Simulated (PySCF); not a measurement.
Compound: C7H17N2Si (charge +1).
SMILES with atom numbers: `[CH3:1][N:2]([CH3:3])/[C:4]([SiH3:5])=[CH:6]/[CH:7]=[N+:8]([CH3:9])[CH3:10]` (hydrogens: H11, H12, H13 on C1; H14, H15, H16 on C3; H17, H18, H19 on Si5; H20 on C6; H21 on C7; H22, H23, H24 on C9; H25, H26, H27 on C10)

Method used: PBE0-D3(BJ)/def2-SVP geometry optimisation, gas phase (PySCF).

Task: Give the optimised bond lengths and angles.

Result: 
```json
{"bond": "C1–N2, N2–C3", "length (pm)": "145.3", "order": "single"}
{"bond": "N2–C4", "length (pm)": "133.3", "order": "single"}
{"bond": "C4–Si5", "length (pm)": "193.2", "order": "single"}
{"bond": "C4=C6", "length (pm)": "140.8", "order": "double"}
{"bond": "C6–C7", "length (pm)": "139.4", "order": "single"}
{"bond": "C7=N8", "length (pm)": "132.0", "order": "double"}
{"bond": "N8–C9", "length (pm)": "145.2", "order": "single"}
{"bond": "N8–C10", "length (pm)": "145.2", "order": "single"}
{"bond": "C1–H11 and 5 like bonds", "length (pm)": "109.9", "order": "single"}
{"bond": "Si5–H17, Si5–H18, Si5–H19", "length (pm)": "148.6", "order": "single"}
{"bond": "C6–H20", "length (pm)": "109.0", "order": "single"}
{"bond": "C7–H21", "length (pm)": "109.2", "order": "single"}
{"bond": "C9–H22, C9–H23, C9–H24", "length (pm)": "109.9", "order": "single"}
{"bond": "C10–H25, C10–H26, C10–H27", "length (pm)": "109.9", "order": "single"}
```

Bonds in one row agree within 1 pm and their mean is given. Orders are formal, as drawn. A selection of angles:
```json
{"angle": "N2–C1–H11", "degrees": "110.9"}
{"angle": "N2–C1–H12", "degrees": "109.1"}
{"angle": "H11–C1–H12", "degrees": "108.4"}
{"angle": "H11–C1–H13", "degrees": "109.0"}
{"angle": "C1–N2–C3", "degrees": "114.6"}
{"angle": "C1–N2–C4", "degrees": "121.4"}
{"angle": "C3–N2–C4", "degrees": "124.0"}
{"angle": "N2–C4–Si5", "degrees": "117.6"}
{"angle": "N2–C4–C6", "degrees": "119.6"}
{"angle": "Si5–C4–C6", "degrees": "122.8"}
{"angle": "C4–Si5–H17", "degrees": "107.4"}
{"angle": "C4–Si5–H18", "degrees": "109.4"}
{"angle": "H17–Si5–H18", "degrees": "110.1"}
{"angle": "H17–Si5–H19", "degrees": "111.5"}
{"angle": "C4–C6–C7", "degrees": "124.2"}
{"angle": "C4–C6–H20", "degrees": "118.5"}
{"angle": "C7–C6–H20", "degrees": "117.3"}
{"angle": "C6–C7–N8", "degrees": "125.5"}
{"angle": "C6–C7–H21", "degrees": "119.9"}
{"angle": "N8–C7–H21", "degrees": "114.5"}
{"angle": "C7–N8–C9", "degrees": "121.2"}
{"angle": "C7–N8–C10", "degrees": "121.4"}
{"angle": "C9–N8–C10", "degrees": "117.3"}
{"angle": "N8–C9–H22", "degrees": "110.3"}
{"angle": "H22–C9–H23", "degrees": "108.7"}
{"angle": "N8–C10–H25", "degrees": "110.8"}
{"angle": "N8–C10–H26", "degrees": "109.3"}
{"angle": "H25–C10–H26", "degrees": "108.5"}
{"angle": "H25–C10–H27", "degrees": "109.0"}
```

Torsions: C1–N2–C4–Si5 -179° (antiperiplanar); N2–C4–C6–C7 179° (antiperiplanar); C4–C6–C7–N8 180° (antiperiplanar); C6–C7–N8–C9 180° (antiperiplanar). The mirror-image conformer, all signs reversed, is as good.

Si5 (SiH3 silicon) is tetrahedral (angles from 107.4° to 111.5°). The 10 heavy atoms lie in one plane (0.012 Å rms). C4 (vinylic carbon bearing nitrogen) is planar (angles 122.8°, 119.6° and 117.6°, sum 360.0°, 0.01 Å off the plane of its three neighbours). C7 (C=N carbon) is planar (angles 125.5°, 119.9° and 114.5°, sum 360.0°, 0.00 Å off the plane of its three neighbours). N2 (enamine nitrogen) is planar (angles 124.0°, 121.4° and 114.6°, sum 360.0°, 0.01 Å off the plane of its three neighbours). Of the pairs four or more bonds apart, Si5···H16 is among the closest relative to their van der Waals radii: 2.46 Å, 75 % of the sum of Bondi's values. N8 (nitrogen bonded to 3 C) is planar (angles 121.4°, 121.2° and 117.3°, sum 360.0°, 0.00 Å off the plane of its three neighbours).

Point group: near Cs, missed by 0.17 Å at most; the miss may be what the optimiser left on a soft mode. Stationary, but not proved a minimum.
